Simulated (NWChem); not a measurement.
# CHO$_{2}$, doublet; SMILES [O]C=O

```xyz
4

O     -0.1621    -1.1599     0.0000
C      0.2131    -0.0221     0.0000
O     -0.1698     1.1585     0.0000
H      1.3757     0.1442     0.0000
```
Atoms are numbered in this order, from 1.

Coordinates come from a PBE0/def2-SVP, spin-unrestricted optimisation. No stability test was run on the SCF state.

Symmetry labels are those of Cs in the frame above (b1 and b2, or b-type labels, depend on it).

### Question
List the 4 lowest vertical excitations from PBE/def2-SVPD, spin-unrestricted, TDA (NWChem).

### Answer
```json
[
 {"state": "state 1", "energy (eV)": "1.83", "oscillator strength": "0.000", "symmetry of the excitation": "a\"", "<S²>": "0.76"},
 {"state": "state 2", "energy (eV)": "2.17", "oscillator strength": "0.019", "symmetry of the excitation": "a'", "<S²>": "0.76"},
 {"state": "state 3", "energy (eV)": "5.36", "oscillator strength": "0.003", "symmetry of the excitation": "a\"", "<S²>": "0.76"},
 {"state": "state 4", "energy (eV)": "5.62", "oscillator strength": "0.009", "symmetry of the excitation": "a'", "<S²>": "0.76"}
]
```
